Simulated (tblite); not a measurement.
C₃H₁₅PSSi₃.
Numbering: `[CH3:1][S:2][Si@@H:3]([CH3:4])[C@H:5]([SiH3:6])[SiH2:7][PH2:8]` (hydrogens: H9, H10, H11 on C1; H12 on Si3; H13, H14, H15 on C4; H16 on C5; H17, H18, H19 on Si6; H20, H21 on Si7; H22, H23 on P8)

Computed with GFN2-xTB (tblite), gas phase: L-BFGS steps from a force-field or distance-geometry start until the largest atomic force falls under 0.01 eV/Å.

Step 12: E = -680.6197 eV
```
atom  x, y, z in Å  |  force x, y, z in eV/Å
C1      3.0882    1.3676    1.1917   -0.029  -0.022  -0.075
S2      1.3877    0.8841    1.6242   -0.106  -0.088   0.087
Si3     0.7878    0.0445   -0.2809   -0.216   0.112   0.184
C4      2.1479   -1.1455   -0.8689   -0.001  -0.004   0.010
C5     -0.9142   -0.8205   -0.2337    0.066  -0.080   0.076
Si6    -1.9122   -0.5103   -1.8366    0.070   0.033  -0.011
Si7    -2.0509   -0.5852    1.2985    0.153   0.053  -0.183
P8     -3.5418    1.0321    0.9153   -0.114   0.153  -0.002
H9      3.1073    1.7628    0.1856   -0.027   0.158  -0.116
H10     3.4043    2.1262    1.8989   -0.007  -0.057   0.027
H11     3.7350    0.5004    1.2403    0.070  -0.057   0.130
H12     0.7371    1.2419   -1.1201    0.050   0.091  -0.139
H13     2.7536   -0.7069   -1.6519   -0.003   0.044  -0.132
H14     1.7160   -2.0617   -1.2495   -0.014  -0.094  -0.114
H15     2.8258   -1.4161   -0.0692    0.031  -0.054   0.155
H16    -0.6700   -1.8848   -0.2011   -0.041  -0.053  -0.055
H17    -1.2902    0.6014   -2.5503    0.028   0.038  -0.129
H18    -1.9631   -1.6834   -2.6973    0.133  -0.161  -0.056
H19    -3.2890   -0.1422   -1.5367   -0.174  -0.026  -0.009
H20    -1.2569   -0.4100    2.5020    0.109   0.070   0.180
H21    -2.8601   -1.7998    1.4369   -0.057  -0.087   0.024
H22    -2.7472    1.7645    0.0648    0.073   0.049  -0.152
H23    -3.1999    1.8679    1.9478    0.006  -0.019   0.300
```

Step 13: E = -680.6366 eV
```
atom  x, y, z in Å  |  force x, y, z in eV/Å
C1      3.0817    1.3669    1.1917    0.061   0.000  -0.091
S2      1.3875    0.8841    1.6318   -0.182  -0.141  -0.014
Si3     0.7917    0.0462   -0.2833   -0.243   0.134   0.183
C4      2.1528   -1.1495   -0.8726   -0.030   0.013   0.049
C5     -0.9189   -0.8121   -0.2412    0.072  -0.114   0.147
Si6    -1.9153   -0.5126   -1.8507    0.080  -0.047   0.071
Si7    -2.0571   -0.5815    1.2969    0.165   0.039  -0.103
P8     -3.5455    1.0466    0.9288   -0.025   0.132   0.005
H9      3.1047    1.7676    0.1861   -0.045   0.115  -0.074
H10     3.4014    2.1228    1.8991    0.002  -0.023   0.051
H11     3.7297    0.5000    1.2429    0.064  -0.050   0.098
H12     0.7468    1.2539   -1.1165    0.050   0.011  -0.096
H13     2.7604   -0.7085   -1.6550   -0.027   0.012  -0.093
H14     1.7168   -2.0653   -1.2556    0.024  -0.029  -0.084
H15     2.8294   -1.4216   -0.0690   -0.020  -0.040   0.081
H16    -0.6764   -1.8783   -0.1932   -0.044  -0.004  -0.109
H17    -1.2991    0.5931   -2.5714    0.059   0.100  -0.144
H18    -1.9449   -1.6921   -2.7049    0.121  -0.154  -0.050
H19    -3.2978   -0.1590   -1.5577   -0.159  -0.016   0.004
H20    -1.2579   -0.3956    2.5043    0.041   0.035   0.063
H21    -2.8680   -1.8008    1.4473    0.011   0.001   0.003
H22    -2.7341    1.7605    0.0719    0.016   0.068  -0.056
H23    -3.1927    1.8622    1.9805    0.009  -0.043   0.159
```

Step 14: E = -680.6476 eV
```
atom  x, y, z in Å  |  force x, y, z in eV/Å
C1      3.0783    1.3663    1.1903    0.074   0.005  -0.062
S2      1.3845    0.8813    1.6370   -0.141  -0.129  -0.065
Si3     0.7903    0.0496   -0.2820   -0.159   0.095   0.102
C4      2.1550   -1.1517   -0.8743   -0.061   0.037   0.061
C5     -0.9207   -0.8088   -0.2441    0.035  -0.094   0.129
Si6    -1.9162   -0.5146   -1.8589    0.052  -0.077   0.077
Si7    -2.0582   -0.5786    1.2943    0.099   0.030   0.008
P8     -3.5467    1.0593    0.9377    0.056   0.078   0.016
H9      3.1022    1.7730    0.1850   -0.053   0.058  -0.016
H10     3.3995    2.1201    1.9000   -0.008  -0.016   0.045
H11     3.7272    0.4990    1.2464    0.036  -0.017   0.053
H12     0.7541    1.2618   -1.1165    0.042  -0.050  -0.052
H13     2.7636   -0.7089   -1.6583   -0.066  -0.020  -0.020
H14     1.7176   -2.0682   -1.2611    0.054   0.044  -0.043
H15     2.8310   -1.4257   -0.0671   -0.072  -0.017   0.001
H16    -0.6813   -1.8751   -0.1902   -0.025  -0.009  -0.130
H17    -1.3037    0.5894   -2.5877    0.050   0.087  -0.116
H18    -1.9303   -1.7005   -2.7102    0.111  -0.105  -0.013
H19    -3.3062   -0.1702   -1.5711   -0.080  -0.028  -0.002
H20    -1.2577   -0.3855    2.5071   -0.010   0.010  -0.029
H21    -2.8727   -1.8016    1.4539    0.072   0.084  -0.015
H22    -2.7255    1.7590    0.0729   -0.025   0.089   0.035
H23    -3.1889    1.8575    2.0069    0.020  -0.055   0.037
```

Step 15: E = -680.6539 eV
```
atom  x, y, z in Å  |  force x, y, z in eV/Å
C1      3.0777    1.3660    1.1885    0.030  -0.002  -0.015
S2      1.3807    0.8773    1.6386   -0.045  -0.081  -0.063
Si3     0.7862    0.0530   -0.2792   -0.055   0.031   0.006
C4      2.1545   -1.1517   -0.8740   -0.079   0.053   0.046
C5     -0.9207   -0.8092   -0.2430   -0.010  -0.052   0.062
Si6    -1.9156   -0.5165   -1.8613    0.023  -0.056   0.035
Si7    -2.0564   -0.5766    1.2927    0.024   0.031   0.075
P8     -3.5459    1.0671    0.9420    0.091   0.020   0.021
H9      3.1001    1.7771    0.1838   -0.049   0.015   0.026
H10     3.3984    2.1182    1.9012   -0.025  -0.022   0.027
H11     3.7270    0.4981    1.2495    0.009   0.014   0.014
H12     0.7582    1.2646   -1.1183    0.030  -0.074  -0.027
H13     2.7634   -0.7091   -1.6603   -0.090  -0.029   0.038
H14     1.7188   -2.0690   -1.2647    0.053   0.081  -0.013
H15     2.8303   -1.4280   -0.0656   -0.098   0.003  -0.039
H16    -0.6839   -1.8749   -0.1917   -0.002  -0.038  -0.120
H17    -1.3047    0.5893   -2.5974    0.017   0.027  -0.064
H18    -1.9210   -1.7067   -2.7126    0.105  -0.052   0.025
H19    -3.3118   -0.1757   -1.5769    0.003  -0.045  -0.013
H20    -1.2574   -0.3805    2.5086   -0.025   0.001  -0.060
H21    -2.8734   -1.8006    1.4566    0.098   0.120  -0.022
H22    -2.7219    1.7604    0.0723   -0.035   0.106   0.082
H23    -3.1872    1.8543    2.0213    0.032  -0.049  -0.022
```

Task: Estimate the geometry and energy of step 16. (The exact step hangs on the optimiser's Hessian estimate; all steps are aligned on step 15, rigid shifts and turns removed.)

Result: E = -680.6583 eV, largest force 0.153 eV/Å
```
atom  x, y, z in Å  |  force x, y, z in eV/Å
C1      3.0778    1.3657    1.1871   -0.025  -0.011   0.027
S2      1.3773    0.8732    1.6383    0.041  -0.032  -0.036
Si3     0.7821    0.0557   -0.2770    0.015  -0.030  -0.066
C4      2.1523   -1.1504   -0.8729   -0.083   0.053   0.021
C5     -0.9208   -0.8106   -0.2408   -0.041  -0.018  -0.010
Si6    -1.9144   -0.5186   -1.8619    0.004  -0.019  -0.012
Si7    -2.0545   -0.5745    1.2928   -0.022   0.036   0.085
P8     -3.5441    1.0718    0.9447    0.092  -0.023   0.019
H9      3.0977    1.7802    0.1833   -0.039  -0.014   0.049
H10     3.3972    2.1165    1.9025   -0.039  -0.026   0.014
H11     3.7274    0.4977    1.2519   -0.009   0.031  -0.016
H12     0.7612    1.2649   -1.1202    0.017  -0.074  -0.019
H13     2.7613   -0.7098   -1.6610   -0.093  -0.012   0.065
H14     1.7206   -2.0680   -1.2673    0.026   0.080   0.003
H15     2.8280   -1.4293   -0.0650   -0.100   0.017  -0.041
H16    -0.6854   -1.8758   -0.1953    0.013  -0.056  -0.097
H17    -1.3048    0.5899   -2.6044   -0.016  -0.035  -0.012
H18    -1.9133   -1.7117   -2.7136    0.100  -0.012   0.055
H19    -3.3153   -0.1799   -1.5804    0.065  -0.058  -0.021
H20    -1.2574   -0.3776    2.5087   -0.015   0.003  -0.047
H21    -2.8719   -1.7977    1.4576    0.092   0.115  -0.020
H22    -2.7205    1.7637    0.0737   -0.029   0.117   0.095
H23    -3.1854    1.8515    2.0293    0.041  -0.033  -0.036
```

The energy changes by -0.0045 eV. The first-order estimate −F·Δx gives -0.0060 eV and the mean of the old and new forces, exact on a quadratic surface, -0.0045 eV. The step makes an angle of 51° with the force vector and moves no atom by more than 0.009 Å.

The cost below is that of the whole relaxation. The run took 3.5 s of wall time on Arm Neoverse N1, one thread, no GPU, shared host with 64 logical CPUs at a one-minute load of 59.
